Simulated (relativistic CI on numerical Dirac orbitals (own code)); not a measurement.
# Cu3+ in a cubic cluster: 3s photoemission with charge transfer

Computed with a charge-transfer multiplet model of a cubic metal-ligand cluster with up to 2 ligand holes, Slater and spin-orbit integrals from Dirac-Coulomb-Breit ions, Slater integrals scaled by 0.7. The ground state mixes d8 with configurations of k ligand holes L, whose averages lie at kΔ + k(k − 1)U_dd/2; a core hole lowers each added d electron by U_cd. 300 K, Lorentzian 1.4 eV and Gaussian 0.8 eV FWHM.

Atomic integrals in eV (Slater integrals scaled, ζ unscaled), ground: F2dd 9.683, F4dd 6.042, zeta_d 0.110; with the core hole: F2dd 10.388, F4dd 6.514, zeta_d 0.122, G2cd 10.230.

Cluster parameters (eV): U_dd = 6.4, U_cd = 7.6, 10Dq = 0.35, 10Dq(ligand) = 1.1, V(eg) = 1.65, V(t2g) = -0.78, final-state hopping factor = 1.

```tsv
Case	n_d	d8	d9L	d10L2	S
Δ = 0 eV	8.53	0.50	0.47	0.03	1.00
Δ = 2 eV	8.29	0.72	0.27	0.01	1.00
Δ = 3 eV	8.21	0.79	0.20	0.01	1.00
Δ = 5 eV	8.12	0.88	0.12	0.00	1.00
Δ = 6 eV	8.09	0.91	0.09	0.00	1.00
```

Weights, n_d and S are thermal averages at 300 K. Binding energies count from the first peak over 30 % of the highest in each spectrum, which can be another peak from case to case. The parameters are a model scan and need not match a compound or its usual spin state. Peaks in eV (height, largest 100):
- Δ = 0 eV: 0.0 (100), 4.3 (52), 7.3 (41), 9.5 (34), 15.4 (22)
- Δ = 2 eV: 0.0 (100), 4.6 (53), 7.2 (64), 13.0 (35)
- Δ = 3 eV: 0.0 (100), 4.8 (65), 7.0 (54), 12.0 (37)
- Δ = 5 eV: 0.0 (100), 4.5 (64), 7.9 (31), 10.8 (27)
- Δ = 6 eV: 0.0 (100), 4.5 (49), 8.4 (31), 10.7 (16)

Curve for Δ = 0 eV (points under 2 left out, the grid thinned):

(E (eV), Intensity): (-3.6, 5.3), (-3.1, 6.9), (-2.6, 9.5), (-2.1, 13.9), (-1.6, 22.4), (-1.1, 39.9), (-0.6, 71.4), (-0.1, 98.5), (0.4, 91.6), (0.9, 66.4), (1.4, 42.9), (1.9, 28.0), (2.4, 22.2), (2.9, 23.4), (3.4, 31.5), (3.9, 45.8), (4.4, 51.9), (4.9, 39.8), (5.4, 26.5), (5.9, 22.1), (6.4, 26.3), (6.9, 36.6), (7.4, 40.7), (7.9, 32.4), (8.4, 26.3), (8.9, 29.3), (9.4, 34.5), (9.9, 29.6), (10.4, 18.8), (10.9, 11.3), (11.4, 7.5), (11.9, 5.8), (12.4, 5.0), (12.9, 4.9), (13.4, 5.5), (13.9, 7.2), (14.4, 11.2), (14.9, 18.1), (15.4, 22.0), (15.9, 17.2), (16.4, 10.1), (16.9, 5.8), (17.4, 3.7), (17.9, 2.6), (18.4, 2.0)

For the case Δ = 3 eV, Δ = 3 eV is smaller than U_dd = 6.4 eV, the charge-transfer side of the Zaanen-Sawatzky-Allen scheme. With the core hole the configuration with one ligand hole lies at Δ − U_cd = -7.6, -5.6, -4.6, -2.6, -1.6 eV from the one without, in the order of the table; where this is negative the screened configuration lies lower, though the effective hopping of about 2.2 eV (from the holes of the mixed ground state) mixes the two strongly wherever it is as large as the gap.

Without intra-shell correlation the exchange splitting of the 3s hole comes out too large.
